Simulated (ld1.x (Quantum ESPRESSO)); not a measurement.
Before and after: TM potential for W (Z = 74)

ld1.x (Quantum ESPRESSO) 7.5 input, shortened:

```
&input
   title='W', zed=74., rel=1, dft='PBE', iswitch=3,
   config='[Xe] 4f14 5d4 6s1.5 6p0.5'
 /
 &inputp
   pseudotype=2, tm=.true., lloc=2,
   nlcc=.false.
 /
3
6S  1  0   1.50   0.00  2.90  2.90  0.0
6P  2  1   0.50   0.00  2.70  2.70  0.0
5D  3  2   4.00   0.00  1.55  1.55  0.0
 &test
   configts(1)='5d4 6s1.5 6p0.5'
 /
```

All-electron outer shells of the reference configuration (PBE, scalar-relativistic, ld1.x):

| shell | level (eV) | outermost node (bohr) | outermost maximum (bohr) |
| --- | --- | --- | --- |
| 5p | -44.03 | 0.57 | 1.09 |
| 4f | -34.03 | – | 0.43 |
| 6s | -6.26 | 1.28 | 2.64 |
| 5d | -5.22 | 0.63 | 1.49 |
| 6p | -1.77 | 1.53 | 3.70 |

Change: reference 5d4 6s0 6p0.

Cutoffs: the cutoffs (Ry, on a coarse ladder) from which the occupation-weighted sum of valence levels, in a spherical-Bessel basis at the reference potential, stays within 10 and 1 mRy of its value at 400 Ry; they do not see the model core or the augmentation charge, which bear on the density cutoff. Errors are all-electron minus pseudo energies relative to the spin-unpolarised reference configuration.

Q: What does the change do?

A: The potential gets neither clearly harder nor softer (30 Ry and 50 Ry → 30 Ry and 50 Ry); both files keep a bound ghost (p, s); the number of tests that count goes from 6 to 5; the range in which the s phases agree narrows (upper end 2.1 → 1.0).

| quantity | base | changed |
| --- | --- | --- |
| cutoff, loose | 30 Ry | 30 Ry |
| cutoff, tight | 50 Ry | 50 Ry |
| bound ghosts | s, p | s, p |
| tests counted (converged, no solver errors) | 6 of 7 | 5 of 7 |
| s: phases at 3.17 bohr within 0.05 rad from the reference energy up to (Ry; the scan ends near 5) | 2.1 | 1.0 |
| p: phases at 3.17 bohr within 0.05 rad from the reference energy up to (Ry; the scan ends near 5) | 4.1 | 3.1 |
| d: phases at 3.17 bohr within 0.05 rad from the reference energy up to (Ry; the scan ends near 5) | to the end of the scan | to the end of the scan |

Base: Tests not counted: 5d3 6s2 6p1 (solver errors, printed error -2.2 eV). These tests converged, but a pseudo level misses the all-electron one widely, so the file describes the atom poorly there or has found another state: 5d4 6s0 6p0: empty 6p by 2.5 eV. Changed file: Tests not counted: 5d4 6s0 6p2 (pseudo-atom not self-consistent, printed error +11.5 eV); 5d4 6s1 6p1 (pseudo-atom not self-consistent, printed error +20.0 eV). A true bound ghost makes a file unfit for plane-wave use even where its test errors are small: the radial tests pick states by their node count and pass the ghost by. Where a test does run into it, the solver fails or the error is huge.
